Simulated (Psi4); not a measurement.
disilylmethane (CH8Si2), singlet, geometry from GFN2-xTB. Base run: HF/6-31G* in Psi4.

Here is a job for Psi4.
```
memory 2 GB

molecule mol {
0 1
Si    1.469501    0.675243   -0.004315
C     0.249959   -0.773362   -0.140745
Si   -1.582865   -0.324499    0.068147
H     2.839701    0.182994   -0.185178
H     1.181014    1.668952   -1.040543
H     1.358676    1.297376    1.316715
H     0.513805   -1.524899    0.604684
H     0.384534   -1.254531   -1.110514
H    -1.982528    0.632796   -0.965442
H    -1.804865    0.261220    1.391816
H    -2.402995   -1.534148   -0.060719
}

set {
  basis 6-31g*
  reference rhf
  stability_analysis check
  scf_type pk
}

energy('scf')
print_variables()
```

The bond that is stretched is that between atoms 10 and 3. A test that says stable can miss a lower solution.

Variants of this job, named by their change:

| change | ΔE vs base (mEh) | <S^2> |
|---|---|---|
| base | 0.000 | 0.000 |
| stability_analysis = follow; reference = uhf | 0.000 | 0.000 |
| bond × 1.25 | 28.590 | 0.000 |
| stability_analysis = follow; reference = uhf; bond × 1.25 | 28.590 | 0.000 |
| bond × 1.5 | 77.981 | 0.000 |
| stability_analysis = follow; reference = uhf; bond × 1.5 | 77.844 | 0.069 |
| bond × 1.8 | 133.7 | 0.000 |
| stability_analysis = follow; reference = uhf; bond × 1.8 | 109.3 | 0.700 |
| bond × 2.2 | 193.5 | 0.000 |
| stability_analysis = follow; reference = uhf; bond × 2.2 | 119.7 | 0.936 |
| bond × 3.0 | 268.7 | 0.000 |
| stability_analysis = follow; reference = uhf; bond × 3.0 | 122.1 | 1.000 |

Psi4 reported an instability in these rows: stability_analysis = follow; reference = uhf; bond × 1.5; stability_analysis = follow; reference = uhf; bond × 1.8; stability_analysis = follow; reference = uhf; bond × 2.2; stability_analysis = follow; reference = uhf; bond × 3.0 (restricted rows aren't judged here).

Where a bond breaks into two radicals, a solution with restricted orbitals usually stops being the lowest and lies too high; an unrestricted one lies lower at the price of spin contamination, which <S^2> shows.
